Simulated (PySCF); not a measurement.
These are PBE-D3(BJ)/def2-TZVP // PBE0-D4/def2-TZVP (PySCF) values and carry that method's errors. Gas-phase values, no solvent. One relaxed conformer stands for a flexible species; it need not be the lowest. 

Reference species (SMILES): `OBO` (H–O–B–O torsion 0°, O–B–O–H torsion 180°) (neutral, multiplicity 1).

| Property | Result |
|---|---|
| S1 oscillator strength | 0.001 |
| HOMO | -7.72 eV |
| LUMO | -0.03 eV |

Changed species: `OB(O)O` (3 of 3 H replaced by OH; the reference has 2 of 3 H replaced by OH).

Task: Predict the effect on the S1 oscillator strength, HOMO and LUMO.

Result: the S1 oscillator strength hardly moves; the HOMO rises by 0.30 eV, to -7.42 eV; the LUMO decreases by 0.69 eV, to -0.72 eV.
